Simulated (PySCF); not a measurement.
PySCF 2.14.0 with density-fitted response routines calculation with NMR shieldings at PBE0/pcSseg-1/GIAO and structure optimised with GFN2-xTB; a single conformation, gas phase, no relativistic terms, averaged over atoms made equivalent by symmetry, fast rotation or ring inversion.

References, each an isolated molecule treated in the same way: 1H, 13C vs TMS. Shifts are as computed. Against solution values, carbons near 30 ppm lie about +3 ppm off and those near 130 ppm about +5 ppm. Of 1211 compounds with measured shifts, 218 miss one by over three times the rms of a fit or turn the order of signals round; such compounds aren't used in these exercises. OH and NH positions are gas-phase values without hydrogen bonding to other molecules.

Q: Order these molecules by the shift of their most shielded carbon-bound hydrogen, lowest δ first.
A. O=c1cccc(CO)cc1
B. C#C[C@@H]1C=C1C#N
C. O=CO[Si@@H]1COCCC1=O
D. C#Cc1ncn([SiH](C)C)n1
E. c1ccc2c(c1)OCCO2

A: D (0.55 ppm, hydrogen on a methyl carbon bonded to Si), B (1.28 ppm, hydrogen on a terminal alkyne carbon), C (2.48 ppm, hydrogen on an sp3 CH2 α to a carbonyl), E (4.16 ppm, hydrogen on an sp3 CH2 bonded to O), A (4.80 ppm, hydrogen on an sp3 CH2 bonded to O, on an unsaturated ring).

Q: Order these molecules by the shift of their most deshielded carbon, lowest δ first.
A. O=CO[Si@@H]1COCCC1=O
B. O=c1cccc(CO)cc1
C. C#Cc1ncn([SiH](C)C)n1
D. C#C[C@@H]1C=C1C#N

A: D (133.3 ppm, alkene CH), C (156.0 ppm, substituted aromatic carbon next to a ring nitrogen), B (188.1 ppm, ring carbonyl carbon), A (238.0 ppm, carbonyl carbon).

Q: How many 13C and 1H signals does each give (equivalence by symmetry and fast rotation, but not about amide C–N or C=N bonds)? `C#Cc1ncn([SiH](C)C)n1`, `C#C[C@@H]1C=C1C#N`, `O=c1cccc(CO)cc1`, `c1ccc2c(c1)OCCO2`, `O=CO[Si@@H]1COCCC1=O`

A: C#Cc1ncn([SiH](C)C)n1: 5 C, 4 H; C#C[C@@H]1C=C1C#N: 6 C, 3 H; O=c1cccc(CO)cc1: 8 C, 7 H; c1ccc2c(c1)OCCO2: 4 C, 3 H; O=CO[Si@@H]1COCCC1=O: 5 C, 8 H.
